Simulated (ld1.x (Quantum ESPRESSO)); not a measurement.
## An all-electron radial function and its pseudo partner (Li (Z = 3))

Columns: radius, all-electron u(r) and pseudo u(r) of the 2p shell (level -4.57 eV) of lithium in the configuration 1s2 2s0 2p0; LDA (PZ), scalar-relativistic, TM scheme, ld1.x (Quantum ESPRESSO) 7.5.

| r (bohr) | all-electron | pseudo |
| --- | --- | --- |
| 0.210 | 0.0292 | 0.0122 |
| 0.420 | 0.0904 | 0.0474 |
| 0.630 | 0.1619 | 0.1021 |
| 0.840 | 0.2332 | 0.1705 |
| 1.050 | 0.2989 | 0.2457 |
| 1.260 | 0.3560 | 0.3204 |
| 1.470 | 0.4034 | 0.3879 |
| 1.680 | 0.4409 | 0.4435 |
| 1.890 | 0.4691 | 0.4845 |
| 2.100 | 0.4888 | 0.5107 |
| 2.310 | 0.5010 | 0.5237 |
| 2.520 | 0.5067 | 0.5261 |
| 2.730 | 0.5069 | 0.5211 |
| 2.940 | 0.5024 | 0.5114 |
| 3.150 | 0.4942 | 0.4989 |
| 3.360 | 0.4829 | 0.4848 |
| 3.570 | 0.4691 | 0.4697 |
| 3.780 | 0.4535 | 0.4536 |
| 3.990 | 0.4364 | 0.4364 |
| 4.200 | 0.4183 | 0.4183 |
| 4.410 | 0.3995 | 0.3995 |
| 4.620 | 0.3803 | 0.3803 |
| 4.830 | 0.3609 | 0.3609 |
| 5.040 | 0.3416 | 0.3416 |
| 5.250 | 0.3226 | 0.3226 |
| 5.460 | 0.3038 | 0.3038 |

**Question.** How many radial nodes do the two functions have?

**Answer.** The all-electron 2p function has n − l − 1 = 0; the pseudo-wave has 0.

**Question.** At about which radius was the pseudo-wave matched?

**Answer.** 4.20 bohr. The columns agree to 0.0005 from 3.78 bohr on; several derivatives are matched, so the curves merge somewhat inside the radius.

**Question.** Is the pseudo-wave norm-conserving?

**Answer.** Yes: the TM scheme keeps the norm inside the radius equal to the all-electron one, which fixes the energy derivative of the logarithmic derivative at the level.
